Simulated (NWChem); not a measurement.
CuH2O2, doublet; SMILES [OH][Cu][OH]

```xyz
5

Cu     0.0000     0.0000    -0.0079
O     -1.7464     0.0000    -0.0813
H     -2.2107     0.0000     0.7642
O      1.7464     0.0000    -0.0813
H      2.2107     0.0000     0.7642
```
Atoms are numbered in this order, from 1.

Program: NWChem. Spin-unrestricted. Medium grid unless said otherwise, to which SCAN and Minnesota functionals are sensitive. In the optimisation the excess spin sits in a2 (C2v, its own frame). All runs use the structure optimised with PBE0/def2-SVP, spin-unrestricted. The spin multiplicity was typed, not searched, and may not be the lowest. No stability test was run on the SCF state. B3LYP is NWChem's, with the RPA form of VWN correlation. Total energies of different functionals are on different scales.

| level | energy (Ha) | highest occupied level (eV) | lowest empty minus highest occupied level, either spin (eV) | dipole (D) | <S²> |
|---|---|---|---|---|---|
| B3LYP/def2-SVP | -1791.8448 | -7.46 | 3.14 | 2.74 | 0.756 |
| M05-2X/def2-SVP | -1791.6669 | -9.40 | 7.13 | 2.91 | 0.758 |
| r2SCAN0/def2-SVP | -1791.6359 | -7.90 | 4.00 | 2.84 | 0.759 |
| CAM-B3LYP/def2-SVP | -1791.8455 | [?] | [?] | 2.81 | 0.758 |
| MN15/def2-SVP | -1791.8550 | -8.37 | 4.64 | 2.81 | 0.759 |

Problem. What belongs in the gaps?

Solution. 
- CAM-B3LYP/def2-SVP, highest occupied level (eV): -8.91
- CAM-B3LYP/def2-SVP, lowest empty minus highest occupied level, either spin (eV): 5.96
